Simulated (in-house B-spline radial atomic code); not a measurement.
## Ionising Ni²⁺ with different functionals

Computed with a B-spline radial code for spherical atoms: non-relativistic Hamiltonian, point nucleus, spin-polarised at highest spin, spherical fractional occupations for the functionals, the average over the highest-spin determinants for Hartree-Fock. The ionisation energy is the difference of two self-consistent energies, [Ar] 3d8 → [Ar] 3d7, without Breit or QED terms; ε is the level of the shell that loses the electron (its least bound occupied spin orbital).

Hybrids are left out here: with spherical fractional occupations of an open shell their exact exchange keeps a self-interaction that integer-occupation calculations don't have.

| method | rung | ΔSCF (eV) | -ε(3d) (eV) |
| --- | --- | --- | --- |
| Hartree-Fock | Hartree-Fock | 32.95 | 36.41 |
| LDA VWN5 | LDA | 36.58 | 27.82 |
| LDA PW92 | LDA | 36.58 | 27.82 |
| LDA exchange-only | LDA | ? | ? |
| PBE | GGA | 36.17 | 27.42 |
| PBEsol | GGA | 36.14 | 27.39 |
| BLYP | GGA | 36.19 | 27.46 |
| RPBE | GGA | 36.04 | 27.29 |
| PW91 | GGA | 36.29 | 27.53 |
| BP86 | GGA | 36.28 | 27.53 |
| AM05 | GGA | 36.16 | 27.40 |
| OLYP | GGA | ? | ? |
| TPSS | meta-GGA | 35.93 | 27.19 |
| SCAN | meta-GGA | 35.71 | 27.09 |
| r2SCAN | meta-GGA | 35.75 | 27.10 |
| M06-L | meta-GGA | 35.34 | 26.67 |
| revTPSS | meta-GGA | 35.77 | 27.05 |

**Question.** What does OLYP give?

**Answer.** ΔSCF 36.11 eV, and -ε(3d) = 27.33 eV.

**Question.** What does LDA exchange-only give?

**Answer.** ΔSCF 34.69 eV, and -ε(3d) = 26.06 eV.

**Question.** How do they compare with the NIST value?

**Answer.** NIST lists 35.19 eV ± 0.019 (measured, ground level to ground level). Errors run from -2.24 to +1.39 eV; M06-L is closest (+0.16 eV), but part of that can be cancellation, since the calculations leave out relativity, Breit-QED terms, multiplet and fine-structure energies. Hartree-Fock also lacks correlation.
